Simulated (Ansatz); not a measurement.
Basis-set extrapolation for C2H7FSi2, SMILES `C=C[SiH2][SiH2]F` (PBE0-D4/def2-TZVP geometry, frozen core, Ansatz). Multiplicity 1, RHF reference.

```json
{"": "HF", "def2-TZVPP": "-757.251964", "def2-QZVPP": "-757.278548"}
{"": "MP2 correlation", "def2-TZVPP": "-0.817539", "def2-QZVPP": "-0.881421"}
{"": "CCSD(T) correlation", "def2-TZVPP": "-0.905154", "def2-QZVPP": "not run"}
```

Energies in hartree. Use E(X) = E(∞) + A·exp(−7.88·√X) for Hartree–Fock and E(X) = E(∞) + B·X^(−2.97) for correlation, with X = 3 and 4, and add CCSD(T) minus MP2 of the smaller set to the MP2 limit.

Question: What is the CCSD(T) energy at the basis-set limit?

Answer: HF limit: -757.278548 + (-0.026584) × 0.13774 = -757.28221. MP2 limit: -0.881421 + (-0.063882) × 0.74074 = -0.92874. Higher-order term: -0.905154 − (-0.817539) = -0.08761. Total: -758.29856 hartree, 371.4 kJ/mol below CCSD(T)/def2-TZVPP.
